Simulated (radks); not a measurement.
The nuclear charge of the technetium ion Tc2+ is varied continuously with 41 electrons held in [Kr] 4d5. All-electron calculation, Dirac Kohn-Sham, PBE, spin-unpolarised, spherical densities, point nucleus; open shells fill j = l - 1/2 first. Program: a radial shooting solver on a logarithmic mesh with Libxc functionals. By the Hellmann-Feynman theorem dE/dZ = E(electron-nucleus)/Z, the electronic potential at the nucleus.

| Z | E (hartree) | E(electron-nucleus)/Z (hartree) | HOMO | e(HOMO) (eV) | <r> HOMO (bohr) |
|---|---|---|---|---|---|
| 42.5 | -4166.25901 | -236.484 | 4d5/2 | -15.899 | 1.749 |
| 43 | -4285.44804 | -240.272 | 4d5/2 | -22.298 | 1.627 |
| 43.5 | -4406.53112 | -244.060 | 4d5/2 | -29.381 | 1.528 |
| 44 | -4529.50884 | -247.851 | 4d5/2 | -37.093 | 1.445 |

The central difference of E at Z = 43 is -240.272 hartree, to compare with the third column; the second derivative is -7.58 hartree.
